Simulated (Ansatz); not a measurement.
Abridged output of a molecular run in Ansatz:

```
Functional definition: HF
750 factors; integrals over basis functions are off by at most 1.2e-3 eV
mean field evaluation 1: about -71736.3397 eV, gradient 1.6e1 eV
mean field evaluation 2: about -71736.3733 eV, gradient 1.6e1 eV
mean field evaluation 4: about -71738.2141 eV, gradient 2.2e0 eV
mean field evaluation 8: about -71738.2943 eV, gradient 2.7e-1 eV
mean field evaluation 16: about -71738.2962 eV, gradient 2.8e-6 eV
mean field -71738.29620487 eV, -2636.3337595653 hartree, gradient 2.8e-6 eV, S^2 0.754400; 0 other end points of the search recorded, 0 dependent functions left out
11 core orbitals not correlated: weight in the atoms' cores, before any rotation towards them, 1.000 or more for the frozen orbitals, at most 0.000 for the correlated occupied ones
reference -71738.29620487 eV, -2636.3337595653 hartree; 14, 13 occupied and 50, 51 virtual orbitals, 750 factors
second order -11.84418068 eV of doubles, -0.00000000 eV of singles
cycle   1  -12.21350559 eV  change   -3.7e-1 eV  update   7.3e-2
cycle   2  -12.50554443 eV  change   -2.9e-1 eV  update   2.3e-2
cycle   3  -12.55765512 eV  change   -5.2e-2 eV  update   1.3e-2
cycle   4  -12.54987404 eV  change    7.8e-3 eV  update   4.6e-3
cycle   5  -12.55126712 eV  change   -1.4e-3 eV  update   1.9e-3
cycle   6  -12.55071085 eV  change    5.6e-4 eV  update   6.1e-4
cycle   7  -12.55078209 eV  change   -7.1e-5 eV  update   2.3e-4
cycle   8  -12.55088082 eV  change   -9.9e-5 eV  update   8.1e-5
cycle   9  -12.55085863 eV  change    2.2e-5 eV  update   2.9e-5
perturbative correction -0.33700019 eV, -0.0123845286 hartree
Total energy: -71751.18406369 eV, -2636.8073796413 hartree
Checks for a lower state left out: cluster_reference
```

Its atoms:

Z-matrix (Å, degrees):
```
C
B 1 1.542
H 1 1.094 2 113.4
H 1 1.099 2 106.3 3 -117.5
H 1 1.092 2 112.9 3 125.9
Br 2 1.890 1 126.3 3 29.9
```

**Question.** Which basis set was used?
A. def2-SVP
B. def2-TZVPPD
C. def2-QZVPP
D. def2-TZVPP

**Answer.** A. It gives 75 functions.

**Question.** Write the keys of the input that set method, charge and spin (a neutral closed shell needs none for the last two).

**Answer.** 
```yaml
magnetization: {spin_polarized: true, initial_magnetization: 1}
correlation: {method: ccsd_t}
scf: {omitted_lower_state_checks: [cluster_reference]}
```
